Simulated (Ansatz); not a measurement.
C$_{2}$H$_{7}$BFNSi (`B/C=C\[SiH](N)F`) at its PBE0-D4/def2-TZVP geometry, where that method's forces vanish. Charge 0, multiplicity 1.

```
atom   x (Å)   y (Å)   z (Å)
  B1  -0.981   0.015  -2.144
  C2   0.484  -0.139  -1.697
  C3   0.838  -0.150  -0.398
 Si4  -0.316   0.100   1.049
  N5   0.671   0.243   2.426
  F6  -1.316  -1.155   1.104
  H7  -1.308  -0.148  -3.282
  H8  -1.819   0.297  -1.336
  H9   1.269  -0.290  -2.438
 H10   1.891  -0.307  -0.151
 H11  -1.171   1.303   0.989
 H12   1.454  -0.370   2.586
 H13   0.305   0.601   3.293
```

Task: For each bond, give half the difference of the two atoms' forces along it (eV/Å; positive pushes the atoms apart) under PBE-D4, r2SCAN-D4, B3LYP-D4, ωB97M-V in def2-TZVPP. (Best estimate.)

Result: Computed: 
```csv
bond,length (Å),PBE-D4,r2SCAN-D4,B3LYP-D4,ωB97M-V
B1–C2,1.539,-0.21,-0.05,0.05,0.19
B1–H7,1.196,0.06,-0.05,-0.11,-0.13
B1–H8,1.197,0.09,-0.02,-0.10,-0.13
C2–C3,1.347,0.46,0.26,0.12,-0.08
C2–H9,1.090,0.08,-0.04,-0.08,-0.09
C3–Si4,1.868,-0.23,-0.09,0.01,0.04
C3–H10,1.093,0.04,-0.04,-0.11,-0.04
Si4–N5,1.701,0.04,0.01,0.05,0.06
Si4–F6,1.605,0.48,0.05,0.19,0.15
Si4–H11,1.477,0.00,-0.05,-0.15,-0.21
N5–H12,1.007,0.19,0.02,-0.02,-0.03
N5–H13,1.007,0.19,0.01,-0.02,-0.03
```

B3LYP here is the variant with VWN-RPA as its local correlation; programs differ in this.
